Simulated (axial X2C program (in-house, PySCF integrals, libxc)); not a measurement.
## BaC⁺: cheaper levels and CCSD(T), 2c

Computed with an in-house all-electron X2C program for linear molecules (integrals from PySCF). Two-component (2c) means X2C with spin–orbit coupling and atomic mean-field two-electron Coulomb and Gaunt terms. Basis: Ba dyall-cv3z [14s14p9d5f1g], C dyall-v3z [7s6p2d1f] (cores contracted in-house); Gaussian nuclei, density fitting, unrestricted open shells. Masses: Ba 137.905 u, C 12.000 u.

State: Ω = 3/2 (⟨Sz⟩ = 1.50, ⟨Lz⟩ = 0.00 at HF); fragments Ba+ + C.

| level | Re (Å) | ωe (cm⁻¹) | De (eV) |
| --- | --- | --- | --- |
| PBE0 | 2.401 | 486.6 | 3.17 |
| HF | 2.470 | 480.0 | 2.11 |
| MP2 | 2.417 | 488.3 | 2.73 |
| CCSD | 2.429 | 481.7 | 2.62 |
| BLYP | 2.446 | 448.0 | 2.82 |

Correlated methods: 13 electrons correlated (number of frozen shells: Ba 4 s, 3 p, 2 d; C 1 s), 273 virtual spin orbitals or spinors in MP2, 90 natural virtuals in coupled cluster.

CCSD(T), same Hamiltonian and basis:

Re = 2.427 Å, ωe = 480.6 cm⁻¹, De = 2.67 eV; T1 = 0.015 (Lee–Taylor normalisation).

**Question.** Give the differences from CCSD(T) in the columns below.

**Answer.** 

```csv
level,ΔRe (Å),Δωe (cm⁻¹),ΔDe (eV)
PBE0,-0.026,6,0.50
HF,0.043,-1,-0.56
MP2,-0.010,8,0.06
CCSD,0.002,1,-0.05
BLYP,0.019,-33,0.15
```

Occupations by symmetry block were frozen at the best pattern of an incomplete PBE0 search. De is counted from the lowest determinant-based energies of the atoms at the same level, without counterpoise correction. Density functionals use the spin component along the axis (collinear). Coupled cluster ran in a truncated set of natural virtual spinors; the MP2 energy of the rest was added. (T) has no such correction and the atoms are truncated less, which lowers De at CCSD(T) by a hundredth of an eV or more. In 2c an atomic determinant is not the ground J level, so De misses part of the atomic spin–orbit lowering. This holds for PBE0, MP2, CCSD, BLYP, CCSD(T). The functionals have no current-density term, which raises determinants with orbital currents, atoms included. With several unpaired electrons one determinant need not be a pure state. This is the top spin component of a Σ state; components of lower Ω are not single determinants and can lie lower.
